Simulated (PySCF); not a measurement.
Hf(OH)4 anion (H4HfO4), SMILES [OH][Hf]([OH])([OH])[OH] (connectivity only; charge and spin as stated), charge -1, multiplicity 2. Geometry: PBE0-D3(BJ)/def2-SVPD. The multiplicity is an assumed one; no other spin state was optimised. The isomer is the one that the SMILES or the coordinates give; other isomers of the formula were not compared. The def2 effective core potentials stand for the cores of Hf; spin–orbit coupling is left out. Other conformers were not sampled.

Level of theory: PySCF with PBE0-D3(BJ)/def2-SVPD.

Harmonic wavenumbers (cm⁻¹): 93, 95, 137, 153, 159, 205, 259, 278, 298, 435, 463, 521, 536, 550, 563, 573, 598, 3918, 3919, 3956, 3962. Rotational constants (GHz): 3.324, 2.687, 2.173; symmetry number 2.

Task: Work out the zero-point energy and the ideal-gas rigid-rotor harmonic-oscillator thermochemistry at 298.15 K and 1 atm.

Result: ZPE = ½ Σ hcν = ½ × 21671 cm⁻¹ = 129.62 kJ/mol. H − E(el) = 157.83 kJ/mol. Entropy in J/(mol K): translation 177.43, rotation 108.07, vibration 111.74, spin 5.76, total 403.00. G − E(el) = 37.67 kJ/mol. Cp = 142.31 J/(mol K). Modes under 150 cm⁻¹ make the vibrational entropy uncertain.
